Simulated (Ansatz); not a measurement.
`CB1C(O)[N]1[AlH2]`, charge 0, multiplicity 1.

(1) Give a relaxed structure at PBE0-D4/def2-TZVP (Ansatz 0.2.0). (An estimate is asked.)

Results:

(1) Ansatz gave: 
Z-matrix (Å, degrees):
```
C
B 1 1.549
H 1 1.092 2 113.2
H 1 1.095 2 110.1 3 121.6
H 1 1.095 2 110.6 3 -121.8
C 2 1.534 1 154.5 3 173.0
N 2 1.377 1 144.0 3 1.3
O 6 1.398 2 124.7 1 -74.7
H 6 1.087 2 125.0 1 89.1
Al 7 1.787 2 158.6 1 4.4
H 8 0.959 6 109.2 2 22.5
H 10 1.579 7 118.5 2 178.8
H 10 1.582 7 117.7 2 -2.4
```
This is one stationary point; other conformers may exist.
